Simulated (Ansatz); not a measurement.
Abridged output of a molecular run in Ansatz:

```
Functional definition: HF
1621 factors; integrals over basis functions are off by at most 9.3e-4 eV
mean field evaluation 1: about -41013.3827 eV, gradient 3.7e1 eV
mean field evaluation 2: about -41013.6400 eV, gradient 3.7e1 eV
mean field evaluation 4: about -41016.7265 eV, gradient 3.2e0 eV
mean field evaluation 8: about -41016.8067 eV, gradient 4.2e-1 eV
mean field evaluation 16: about -41016.8077 eV, gradient 2.6e-6 eV
mean field -41016.80769868 eV, -1507.3398807356 hartree, gradient 2.6e-6 eV, S^2 0.000000; 0 other end points of the search recorded, 0 dependent functions left out
20 core orbitals not correlated: weight in the atoms' cores, before any rotation towards them, 1.000 or more for the frozen orbitals, at most 0.000 for the correlated occupied ones
reference -41016.80769868 eV, -1507.3398807356 hartree; 21, 21 occupied and 208, 208 virtual orbitals, 1621 factors
second order -29.92514224 eV of doubles, -0.00000000 eV of singles
cycle   1  -30.16061993 eV  change   -2.4e-1 eV  update   1.3e-1
cycle   2  -30.86775241 eV  change   -7.1e-1 eV  update   4.0e-2
cycle   3  -31.03978992 eV  change   -1.7e-1 eV  update   2.2e-2
cycle   4  -31.03032185 eV  change    9.5e-3 eV  update   5.5e-3
cycle   5  -31.02309745 eV  change    7.2e-3 eV  update   2.2e-3
cycle   6  -31.02362456 eV  change   -5.3e-4 eV  update   7.4e-4
cycle   7  -31.02339823 eV  change    2.3e-4 eV  update   2.4e-4
cycle   8  -31.02326631 eV  change    1.3e-4 eV  update   8.6e-5
cycle   9  -31.02330157 eV  change   -3.5e-5 eV  update   3.2e-5
perturbative correction -1.25713222 eV, -0.0461987571 hartree
Total energy: -41049.08813248 eV, -1508.5261647973 hartree
```

Its atoms:

```xyz
8

F    -1.124    1.569    0.026
Sn   -0.103   -0.044    0.240
S     1.130   -0.056   -1.798
S    -1.553   -1.906    0.487
S     1.145    0.178    2.245
H     0.431    1.013   -2.222
H    -1.556   -2.126   -0.840
H     1.630    1.373    1.863
```

Q: Which basis set was used?
A. def2-TZVPP
B. def2-QZVPP
C. cc-pV(D+d)Z
D. def2-SVP

A: A. It gives 249 functions.

Q: Write the keys of the input that set method, charge and spin (a neutral closed shell needs none for the last two).

A: 
```yaml
correlation: {method: ccsd_t}
```
